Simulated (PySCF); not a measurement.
**Electron correlation in Si²⁺ (silicon, charge +2)**

[Ne] 3s2, closed-shell 1S. All numbers are calculated (PySCF 2.14, no relativity, point nucleus, in aug-cc-pwCVTZ). Frozen: [Ne]; 2 electrons correlated.

With two correlated electrons CCSD is exact within the correlated space (frozen core and kept virtual orbitals).

```json
{"level": "CCSD", "correlation energy (mhartree)": "-45.03"}
```

Diagnostics: T1 = 0.0061, D1 = 0.0086, largest double amplitude 0.115.

Cost of the coupled-cluster step: roughly 1.2 core-seconds, for 2 correlated electrons.

Iterations:

```
CC2 = 0
CCSD nocc = 1, nmo = 70
frozen orbitals [0, 1, 2, 3, 4]
max_cycle = 100
direct = 0
conv_tol = 1e-08
conv_tol_normt = 1e-06
diis_space = 8
diis_start_cycle = 0
Init t2, MP2 energy = -288.026662622877  E_corr(MP2) -0.0323259265954374
Init E_corr(CCSD) = -0.0323259265983762
cycle = 1  E_corr(CCSD) = -0.0397265684438577  dE = -0.00740064185  norm(t1,t2) = 0.0456198
cycle = 2  E_corr(CCSD) = -0.0426504466655631  dE = -0.00292387822  norm(t1,t2) = 0.0205554
cycle = 3  E_corr(CCSD) = -0.0450371502110275  dE = -0.00238670355  norm(t1,t2) = 0.00964985
cycle = 4  E_corr(CCSD) = -0.0450222007690104  dE = 1.4949442e-05  norm(t1,t2) = 0.000455559
cycle = 5  E_corr(CCSD) = -0.0450296850438113  dE = -7.4842748e-06  norm(t1,t2) = 2.95998e-05
cycle = 6  E_corr(CCSD) = -0.0450279403021727  dE = 1.74474164e-06  norm(t1,t2) = 6.50926e-06
cycle = 7  E_corr(CCSD) = -0.0450280251670658  dE = -8.48648932e-08  norm(t1,t2) = 6.43791e-07
cycle = 8  E_corr(CCSD) = -0.0450280442047671  dE = -1.90377013e-08  norm(t1,t2) = 1.04455e-07
cycle = 9  E_corr(CCSD) = -0.0450280391229987  dE = 5.08176845e-09  norm(t1,t2) = 2.72275e-08
CCSD converged
E(CCSD) = -288.0393647354045  E_corr = -0.04502803912299869
```
